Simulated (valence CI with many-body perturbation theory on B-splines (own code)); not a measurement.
## La VI: what each term of the Hamiltonian does

Calculated by valence CI with perturbative core correlation (CI+MBPT): six valence electrons over a frozen Dirac-Fock core [Kr] 4d10, radial functions for each j: 9 s, 9 p, 8 d, 6 f, 3 g, 1 h, with the one-electron correlation potential Σ1 (screened to all orders), the two-electron term Σ2, the three-electron term Σ3, Breit, model QED; selected single and double excitations, second order for the rest, scaled by the run's own slope (own B-spline code, finite nucleus).

Against measured spectra of neutral and singly charged lanthanides and actinides this method errs by a few hundred cm⁻¹ within a configuration and by up to about 5,000 between configurations. No measured spectrum was set against this ion. As an estimate, levels hold to about 250 cm⁻¹ or 0.2 % of their energy and the worst to 1 %, as in measured heavy ions of charge 2 to 7; those with d or f electrons hold less well. Core correlation moves these levels by up to 18000 cm⁻¹, and in measured spectra 5 to 20 % of such shifts remained as error; rates that hang on mixing are uncertain with them. Not all symmetries were solved, so the list stops early. Among the levels kept, up to 1800 cm⁻¹ of a level comes from second order outside the variational space, and about a tenth of that is noise between levels of different J, which matters for small intervals.

Each rung adds one term. CI alone is the Dirac-Coulomb CI over the frozen core; QED comes last and gives the full result, which names the levels. Energies are above 5s2 5p4 3P_2 on the same rung, in eV.

Names give the largest LS component (configuration and term), which can be under half, so a name can repeat, a term be missing and a line seem to break the LS rules; names also repeat where a configuration has a term twice. Letters in brackets count levels of one name in rising energy.

```
              Level  CI alone
       5s2 5p4 3P_0     1.604
       5s2 5p4 3P_1     2.409
       5s2 5p4 1D_2     3.528
       5s2 5p4 1S_0     7.318
    4f 5s2 5p3 5F_3    17.621
    4f 5s2 5p3 5F_4    17.693
    4f 5s2 5p3 5F_2    17.815
    4f 5s2 5p3 5F_1    17.860
    4f 5s2 5p3 5F_5    17.951
4f 5s2 5p3 3F_3 [a]    18.254
4f 5s2 5p3 3F_4 [a]    19.289
4f 5s2 5p3 3F_2 [a]    19.291
    4f 5s2 5p3 3G_3    19.774
    4f 5s2 5p3 3G_4    19.947
4f 5s2 5p3 3F_2 [b]    20.166
4f 5s2 5p3 3F_4 [b]    20.377
```

(1) What do these energies become with core correlation, Breit and QED?

(2) How does the ionisation energy move along the ladder, and which term matters most?

Results:

(1) 5s2 5p4 3P_0 1.593 (-0.0109); 5s2 5p4 3P_1 2.519 (+0.1105); 5s2 5p4 1D_2 3.595 (+0.0665); 5s2 5p4 1S_0 7.431 (+0.1134); 4f 5s2 5p3 5F_3 15.277 (-2.3444); 4f 5s2 5p3 5F_4 15.370 (-2.3225); 4f 5s2 5p3 5F_2 15.475 (-2.3394); 4f 5s2 5p3 5F_1 15.526 (-2.3341); 4f 5s2 5p3 5F_5 15.652 (-2.2984); 4f 5s2 5p3 3F_3 [a] 15.913 (-2.3405); 4f 5s2 5p3 3F_4 [a] 16.929 (-2.3605); 4f 5s2 5p3 3F_2 [a] 16.965 (-2.3264); 4f 5s2 5p3 3G_3 17.516 (-2.2579); 4f 5s2 5p3 3G_4 17.675 (-2.2717); 4f 5s2 5p3 3F_2 [b] 17.805 (-2.3605); 4f 5s2 5p3 3F_4 [b] 18.090 (-2.2871).

(2) CI alone 74.689, + Σ1 75.829, + Σ2 75.481, + Σ3 75.394, + Breit 75.364, + QED 75.368 eV. The largest step is Σ1, 1.140 eV. NIST lists 74 ± 2 eV (theoretical).
